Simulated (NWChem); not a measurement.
Species: C₃H₂BrF; SMILES C(=C=C)(F)Br

Computed with NWChem. Geometry: optimised at PBE0/def2-SVP.

Diagonal of the polarisability tensor at B3LYP/aug-cc-pVDZ, 589 nm: 58.13, 98.20, 43.51 bohr³.

### Question
Find the mean polarisability volume, the molar refraction, and the refractive index that an ideal gas of it would have at 273.15 K and 1 atm.

### Answer

1. Mean: one third of the trace = 66.61 bohr³ × 0.14818 Å³/bohr³ = 9.87 Å³.
2. Molar refraction (Lorentz-Lorenz): (4π/3) N_A α = 24.9 cm³/mol.
3. Number density p/kT = 2.687 × 10⁻⁵ Å⁻³; n − 1 = 2π N α = 16.66 × 10⁻⁴.
